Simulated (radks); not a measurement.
Results of a calculation; reference values are marked as such.
Task: Neutral selenium, 34 electrons, occupied as [Ar] 3d10 4s2 4p4. Level of theory: scalar-relativistic Kohn-Sham, OLYP, spin-unpolarised, spherical densities, finite nucleus; Fermi nuclear charge, rms radius 4.14 fm (a radial shooting solver on a logarithmic mesh with Libxc functionals). Some entries of the table are withheld. Estimate them.

orbital  occ.  eigenvalue (hartree)  <r> (bohr)
1s          2             -459.4905     0.04409
2s          2                   (1)      0.1959
2p          6             -52.01626         (2)
3s          2              -7.86911      0.5736
3p          6              -5.64382      0.5888
3d         10              -1.97257      0.6279
4s          2              -0.63014       1.795
4p          4              -0.23435         (3)

Result: 
(1) 2s eigenvalue (hartree): -59.12393
(2) 2p <r> (bohr): 0.1711
(3) 4p <r> (bohr): 2.300
